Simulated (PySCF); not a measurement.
**Telling isomers of C7H6N4 apart by NMR**

No solvent model, non-relativistic Hamiltonian, one conformer, fast rotation and ring inversion assumed for equivalent nuclei. NMR shieldings at PBE0/pcSseg-1/GIAO; structure optimised with GFN2-xTB; PySCF 2.14.

Shifts are taken against calculated references (same method and geometry level): ¹H and ¹³C vs TMS. Where no couplings were computed, multiplicities follow the n + 1 count of equivalent neighbours, and m marks all less simple cases (inequivalent or close neighbours, rings, F or P nearby). Shifts are as computed. Against solution values, carbons near 30 ppm lie about +3 ppm off and those near 130 ppm about +5 ppm. Of 1211 compounds with measured shifts, 218 miss one by over three times the rms of a fit or turn the order of signals round; such compounds aren't used in these exercises.

(1) Tabulate the signals of `N#Cc1ncc(C2CC2)nn1`, `C#Cc1nn(CC)nc1C#N`, `N#Cc1cc(C2CC2)nnn1` and their relative energies.

(2) What is the quickest way to tell C#Cc1nn(CC)nc1C#N from N#Cc1cc(C2CC2)nnn1?

(3) What is the quickest way to tell N#Cc1ncc(C2CC2)nn1 from N#Cc1cc(C2CC2)nnn1?

(4) What is the quickest way to tell N#Cc1ncc(C2CC2)nn1 from C#Cc1nn(CC)nc1C#N?

## Answers

(1) 
| SMILES | carbon types | δC | δH | E rel. (kcal/mol) |
| --- | --- | --- | --- | --- |
| N#Cc1ncc(C2CC2)nn1 | 3×C 2×CH 2×CH2 | 171.4, 151.3, 150.3, 121.2, 19.8, 17.9 | 8.65 (s, 1H), 1.91 (m, 1H), 1.75 (m, 2H), 1.49 (m, 2H) | 0.0 |
| C#Cc1nn(CC)nc1C#N | 4×C 1×CH 1×CH2 1×CH3 | 142.3, 132.4, 116.4, 97.7, 75.8, 52.4, 19.4 | 4.52 (q, 2H), 3.24 (s, 1H), 1.52 (t, 3H) | 12.0 |
| N#Cc1cc(C2CC2)nnn1 | 3×C 2×CH 2×CH2 | 170.5, 140.3, 127.6, 121.5, 20.1, 19.9 | 7.49 (s, 1H), 1.89 (m, 2H), 1.84 (m, 1H), 1.51 (m, 2H) | 15.5 |

Energies are electronic energies at PBE0/pcSseg-1 on these geometries, without zero-point or thermal terms, each for the one conformer computed, which needn't be the lowest.

(2) Count the carbon signals: 7 against 6. The first has a methyl carbon (CH3) at 19.4 ppm, the second a three-membered-ring carbon (CH) at 20.1 ppm. Their most deshielded carbons lie at 142.3 and 170.5 ppm. In the proton spectra the most deshielded non-exchanging signals are 4.52 (q, 2H) and 7.49 (s, 1H).

(3) Both give the same number of carbon signals, with the same numbers of each carbon type, so the positions decide. The first has an aromatic CH next to a ring nitrogen at 151.3 ppm, the second an aromatic CH at 127.6 ppm. Their most deshielded carbons lie at 171.4 and 170.5 ppm. In the proton spectra the most deshielded non-exchanging signals are 8.65 (s, 1H) and 7.49 (s, 1H).

(4) Count the carbon signals: 6 against 7. The first has a three-membered-ring carbon (CH) at 17.9 ppm, the second a methyl carbon (CH3) at 19.4 ppm. Their most deshielded carbons lie at 171.4 and 142.3 ppm. In the proton spectra the most deshielded non-exchanging signals are 8.65 (s, 1H) and 4.52 (q, 2H).
